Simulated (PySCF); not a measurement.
C2H9BN2O, SMILES CCNB(N)O.

The structure is a stationary point at PBE0-D3(BJ)/def2-SVP. The structure was generated by enumeration, and PubChem lists no compound with its InChIKey, so it may never have been made. The values are those of a single conformer.

Two levels are set side by side: TDA-PBE/def2-SVPD (PySCF) and TDA-M06-2X/def2-SVPD (PySCF). Vertical, same geometry. The lowest singlet is HOMO→LUMO 100 % with PBE and HOMO→LUMO 89 % with the other functional; states are paired by order. Differences are taken from unrounded values.

```csv
quantity,TDA-M06-2X
lowest singlet excitation (eV),5.89
lowest triplet excitation (TDA) (eV),5.82
```

Task: What does TDA-PBE give, and how far is it from TDA-M06-2X? (The exact figures need the calculation; the answer reports its results.)

Result: 
```
quantity                              TDA-PBE  TDA-PBE minus TDA-M06-2X
------------------------------------  -------  ------------------------
lowest singlet excitation (eV)           4.80                     -1.09
lowest triplet excitation (TDA) (eV)     4.69                     -1.12
```

A lower first singlet is the usual sign of a functional without exact exchange. Differences between two approximate levels are no errors against the true value.

Rough cost on one machine, each run with all the roots and properties that it gave: TDA-M06-2X against TDA-PBE about 8 times.
